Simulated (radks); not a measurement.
Fractional charge and spin in the 4s shell of germanium: the spin-up occupation runs from 0 to 1 and the spin-down occupation from 0 to 1; the fullest corner is Ge+, [Ar] 3d10 4p(up 0.5, down 0.5) 4s(up 1, down 1). Method: non-relativistic Kohn-Sham, PBEsol, spin-polarised, spherical densities, point nucleus; computed with a radial shooting solver on a logarithmic mesh with Libxc functionals. Energy (eV) minus the two flat planes that join the four corners (they meet along the diagonal where the two added fractions sum to one electron); zero is where a piecewise linear energy would lie.

down \ up       0     0.5       1
0           0.000  -1.283   0.000
0.5        -1.283   0.354  -1.177
1           0.000  -1.177   0.000

Corners above the fullest one (they belong to Ge2+ and the next ion): (up 1, down 0) 24.180 eV, (up 0, down 1) 24.180 eV, (up 0, down 0) 59.631 eV. With half an added electron in each spin the energy lies 0.354 eV from the planes, and with half an added electron in spin up alone -1.283 eV. The planes are only a guide here: the flat-plane condition holds for ground states with one frontier orbital, while this shell lies below other occupied shells, so the corners above the fullest one are inner-hole states and not the ground states of those ions.
